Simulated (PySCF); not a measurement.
silanone (H2OSi), SMILES O=[SiH2]. Coordinates come from a B3LYP-D3(BJ)/def2-TZVP optimisation.

TDDFT-B3LYP/def2-TZVPD (PySCF) puts the lowest singlet excitations at 4.00, 5.86, 5.89, 6.17, 7.10, 7.13 eV.

Task: What are the lowest excitation roots from ADC(2)/aug-cc-pVDZ run with PySCF 2.14.0? (An estimate is asked for; the answer gives what the named calculation found.)

Result: 3.68, 5.50, 5.69, 5.79, 6.41, 6.98 eV. S1 differs by -0.31 eV (second minus first; roots are paired by order, and the bases may differ).
